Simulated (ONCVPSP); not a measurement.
## silver (Ag) ONCV: all-electron and pseudo phase curves

ONCVPSP 4.0.1 input, shortened (lines: element, Z, core and valence counts, functional; n l f; lmax; l rc ep ncon nbas qcut; lloc lpopt rc5 dvloc0; l nproj debl; icmod fcfact rcfact), PBE, scalar-relativistic:

```
  Ag 47.00    6    3        4      upf
    1    0    2.00
    2    0    2.00
    2    1    6.00
    3    0    2.00
    3    1    6.00
    3    2   10.00
    4    0    2.00
    4    1    6.00
    4    2   10.00
    2
    0    1.00    0.00    4    8    5.20
    1    1.50    0.00    4    6    7.30
    2    1.75    0.00    4    9    8.30
    4    3    0.95    0.00
    0    2    0.60
    1    1    3.00
    2    1    1.20
    0    0.00    0.00
```

In the s channel the program set the typed energies aside and used -3.795, 0.250 Ha.

The phase is arctan(r·R′/R) of the radial function R(r), unwrapped; energies in Ha, scanned from -5 to 5 Ha. A pole is an energy at which the radial function vanishes at the test radius. The pseudo phase is shifted by a multiple of π to meet the all-electron one at the reference energy, and phase errors are pseudo minus all-electron; the curves can meet again beyond the range given. Levels narrower than the energy grid can be missing from the lists of poles.

| channel | radius (bohr) | reference energy (Ha) | poles, all-electron | poles, pseudo | unbroken range about the reference energy with phases within 0.05 rad | phase error 1 Ha above the reference energy (rad) |
| --- | --- | --- | --- | --- | --- | --- |
| s | 1.02 | -3.80 | 1.43 | 1.43 | the whole range | -0.000 |
| p | 1.53 | -2.46 | -1.75 | -1.76 | below 0.3 | -0.004 |
| d | 1.77 | -0.57 | 0.11 | 0.12 | below 2.0 | +0.002 |

Phases in the p channel:

```
E (Ha)  all-electron  pseudo
 -4.96         1.177   1.174
 -4.72         1.142   1.139
 -4.48         1.098   1.094
 -4.24         1.037   1.033
 -4.00         0.950   0.944
 -3.76         0.813   0.805
 -3.52         0.578   0.566
 -3.28         0.153   0.139
 -3.04        -0.452  -0.462
 -2.80        -0.939  -0.941
 -2.56        -1.216  -1.216
 -2.32        -1.375  -1.375
 -2.08        -1.477  -1.478
 -1.84        -1.549  -1.550
 -1.60        -1.603  -1.607
 -1.36        -1.648  -1.653
 -1.12        -1.688  -1.695
 -0.88        -1.723  -1.733
 -0.64        -1.758  -1.771
 -0.40        -1.792  -1.810
 -0.16        -1.828  -1.853
  0.08        -1.867  -1.902
  0.32        -1.910  -1.959
  0.56        -1.960  -2.030
  0.80        -2.020  -2.123
  1.04        -2.094  -2.250
  1.28        -2.188  -2.431
  1.52        -2.311  -2.693
  1.76        -2.477  -3.048
  2.00        -2.700  -3.441
  2.24        -2.982  -3.775
  2.48        -3.297  -4.013
  2.72        -3.590  -4.176
  2.96        -3.826  -4.291
  3.20        -4.002  -4.375
  3.44        -4.132  -4.438
  3.68        -4.230  -4.489
  3.92        -4.304  -4.530
  4.16        -4.363  -4.564
  4.40        -4.410  -4.594
  4.64        -4.449  -4.620
  4.88        -4.481  -4.644
```
